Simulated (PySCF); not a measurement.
C2H4BFO2, SMILES CC(=O)B(O)F.

Geometry: B3LYP-D3(BJ)/def2-SVP. This is a generated structure with no PubChem entry under its InChIKey; it may be hypothetical. Other conformers were not sampled.

Two levels are set side by side: PBE/def2-TZVP (PySCF) and r2SCAN/def2-TZVP (PySCF). Same geometry, gas phase. Differences are taken from unrounded values.

```tsv
quantity	r2SCAN
orbital gap (eV)	3.36
highest occupied level (eV)	-6.28
lowest empty level (eV)	-2.92
dipole moment (D)	1.53
mean polarisability (bohr³)	43.5
```

Task: What does PBE give, and how far is it from r2SCAN? (An estimate is asked for; the answer gives what the named calculation found.)

Result: 
| quantity | PBE | PBE minus r2SCAN |
|---|---|---|
| orbital gap (eV) | 2.90 | -0.46 |
| highest occupied level (eV) | -5.98 | 0.30 |
| lowest empty level (eV) | -3.08 | -0.16 |
| dipole moment (D) | 1.47 | -0.06 |
| mean polarisability (bohr³) | 45.0 | 1.5 |

Rough cost on one machine, each run with all the roots and properties that it gave: r2SCAN against PBE about 4 times.
